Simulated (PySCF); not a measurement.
Several orderings of computed values.

All species are isolated and taken at one optimised geometry, non-relativistic unless stated. Electronic properties by PySCF.

The conformers computed, where there is a choice (atom-mapped SMILES and torsion angles):
- `[PH2:1][SiH2:2][AsH2:3]`: H–P1–Si2–As3 -169°, H–P1–Si2–As3 -75°, H–As3–Si2–P1 167°, H–As3–Si2–P1 75°
- `[SiH3:1][O:2][SiH2:3][Cl:4]`: Si1–O2–Si3–Cl4 10°
- `[CH3:1][C@@H:2]1[CH2:3][P@@:4]1(=[S:5])[c:6]1[cH:7][cH:8][cH:9][o:10]1`: C3–P4–C6–C7 -154°
- `[CH3:1][c:2]1[n:3][n:4][cH:5][n:6]1[SiH:7]([CH3:8])[CH3:9]`: C5–N6–Si7–C8 56°
- `[O:1]=[C:2]=[P:3][CH2:4][SiH3:5]`: C2–P3–C4–Si5 -62°

The conformers of `B[C@H]1CCN[SiH2]1` aren't listed.

Problem. Rank by smallest rotational constant, highest first (PBE0-D3(BJ)/def2-SVP).
A. `O=S(=O)(Cl)Cl`
B. `P[SiH2][AsH2]`
C. `C[N]([SiH3])[GeH3]`
D. `[SiH3]O[SiH2]Cl`
E. `C[C@H]1[P@@](=S)(C1)c1occc1`
F. `CC1=NN=CN1[SiH](C)C`

Solution. A (1.859 GHz), C (1.529 GHz), D (1.447 GHz), B (1.278 GHz), F (0.867 GHz), E (0.562 GHz).

Problem. By how much do the two ends of that ranking differ?

Solution. By 1.297 GHz, between `O=S(=O)(Cl)Cl` and `C[C@@H]1C[P@@]1(=S)c1ccco1`.

Problem. Rank by HOMO–LUMO gap, lowest first (CAM-B3LYP/def2-SVPD at PBE0-D3(BJ)/def2-SVP geometries).
A. `[SiH3]O[SiH2]Cl`
B. `C[N]([SiH3])[GeH3]`
C. `O=S(=O)(Cl)Cl`
D. `P(C[SiH3])=C=O`
E. `N1CC[C@@H]([SiH2]1)B`

Solution. D (6.89 eV), E (8.42 eV), C (8.84 eV), B (8.98 eV), A (10.86 eV).

Problem. Rank by HOMO energy, highest first (CAM-B3LYP/def2-SVPD at PBE0-D3(BJ)/def2-SVP geometries).
A. `C[N]([SiH3])[GeH3]`
B. `[SiH3]O[SiH2]Cl`
C. `O=C=PC[SiH3]`
D. `ClS(=O)(=O)Cl`
E. `B[C@H]1CCN[SiH2]1`

Solution. C (-7.74 eV), A (-8.12 eV), E (-8.23 eV), B (-10.15 eV), D (-11.49 eV).

Problem. Rank by lowest triplet excitation (Tamm–Dancoff), lowest first (TDA CAM-B3LYP/def2-SVPD at PBE0-D3(BJ)/def2-SVP geometries).
A. `[SiH3]O[SiH2]Cl`
B. `B[C@H]1CCN[SiH2]1`
C. `O=S(=O)(Cl)Cl`
D. `C[N]([GeH3])[SiH3]`
E. `O=C=PC[SiH3]`

Solution. E (2.32 eV), C (4.26 eV), B (5.27 eV), D (5.45 eV), A (7.09 eV).

Problem. Give the two extremes of that set in kJ/mol.

Solution. `O=C=PC[SiH3]`: 224 kJ/mol; `[SiH3]O[SiH2]Cl`: 685 kJ/mol.

Problem. Rank by static isotropic polarisability, highest first (CAM-B3LYP/def2-SVPD at PBE0-D3(BJ)/def2-SVP geometries).
A. `C[N]([SiH3])[GeH3]`
B. `Cl[SiH2]O[SiH3]`
C. `B[C@H]1CCN[SiH2]1`
D. `O=S(=O)(Cl)Cl`

Solution. C (82.2 au), A (79.3 au), B (68.5 au), D (58.3 au).

Problem. Give the two extremes of that set as polarisability volumes in Å³.

Solution. `O=S(=O)(Cl)Cl`: 8.64 Å³; `B[C@H]1CCN[SiH2]1`: 12.18 Å³.

Problem. Rank by lowest singlet excitation, highest first (TDDFT CAM-B3LYP/def2-SVPD at PBE0-D3(BJ)/def2-SVP geometries).
A. `O=C=PC[SiH3]`
B. `[SiH3]O[SiH2]Cl`
C. `O=S(=O)(Cl)Cl`
D. `C[N]([SiH3])[GeH3]`
E. `C1N[SiH2][C@@H](B)C1`

Solution. B (7.46 eV), D (5.76 eV), E (5.64 eV), C (4.86 eV), A (2.65 eV).
